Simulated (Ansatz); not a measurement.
Reaction (redistribution): `[NH2][Mg][Br]` + `OC[S][GeH3]` → `[OH][Mg][Br]` + `NC[S][GeH3]`

Computed with Ansatz on PBE0-D4/def2-TZVP structures; ΔE is electronic, products minus reactants. CCSD(T)/CBS adds triple-zeta CCSD(T) − MP2 to the extrapolated MP2 energy (def2 sets, frozen cores). Functionals use def2-TZVPP. B3LYP here is the variant with VWN-RPA as its local correlation; programs differ in this. For Br, Ge, Mg outer-core shells are correlated without core-valence functions, which leaves a few kJ/mol of doubt a bond. Scalar relativity is left out up to krypton. One conformer a species, not always the lowest.

`[NH2][Mg][Br]`:

```xyz
5

N     0.234   -0.611   -0.726
Mg   -0.215    0.560    0.666
Br   -0.775    2.019    2.400
H     0.555   -1.562   -0.627
H     0.201   -0.406   -1.713
```

`OC[S][GeH3]`:

Z-matrix (Å, degrees):
```
C
S 1 1.831
O 1 1.392 2 115.0
H 1 1.096 2 108.5 3 127.1
H 1 1.090 2 105.1 3 -117.1
Ge 2 2.215 1 99.5 3 -85.0
H 3 0.962 1 109.1 2 61.8
H 6 1.539 2 110.0 1 -62.9
H 6 1.532 2 106.9 1 176.2
H 6 1.543 2 110.0 1 56.7
```

`[OH][Mg][Br]`:

```xyz
4

O     0.099    0.399    1.155
Mg    0.008   -0.169   -0.498
Br   -0.050   -0.921   -2.699
H    -0.057    0.691    2.042
```

`NC[S][GeH3]`:

```xyz
11

N     0.918    0.386   -1.027
C    -0.362    1.000   -0.775
S    -1.566   -0.223   -0.176
Ge   -0.283   -1.143    1.391
H     1.619    1.079   -1.258
H     0.857   -0.279   -1.789
H    -0.846    1.460   -1.646
H    -0.233    1.774   -0.014
H     0.455   -0.026    2.146
H    -1.269   -1.863    2.327
H     0.710   -2.164    0.821
```

(1) Is it downhill or uphill in electronic energy at CCSD(T)/CBS, and by how much? (Best estimate.)

(2) What do these levels give: r2SCAN-D4, PBE0-D4, B3LYP-D4, ωB97M-V, B2PLYP, PBE, B3LYP, HF/def2-TZVPP, MP2/def2-TZVPP, CCSD(T)/def2-TZVPP, MP2/def2-QZVPP, SCS-MP2/def2-QZVPP? (Best estimate.)

Largest T1 diagnostic among the species: 0.012.

Answers

(1) Computed: Downhill: ΔE = -19.3 kcal/mol.

(2) Computed: r2SCAN-D4 -17.9, PBE0-D4 -18.0, B3LYP-D4 -18.2, ωB97M-V -18.6, B2PLYP -18.4, PBE -16.2, B3LYP -17.3, HF/def2-TZVPP -19.2, MP2/def2-TZVPP -19.9, CCSD(T)/def2-TZVPP -18.5, MP2/def2-QZVPP -20.4, SCS-MP2/def2-QZVPP -20.0 kcal/mol.

The D4 term adds −0.9 kcal/mol with B3LYP and −0.5 kcal/mol with PBE0; it sums over pairs of atoms, weighted by their polarisabilities, and B3LYP, whose exchange is more repulsive, gets the larger term. From PBE to PBE0 (25 % exact exchange), in def2-TZVPP and without D4, ΔE moves by −1.3 kcal/mol.
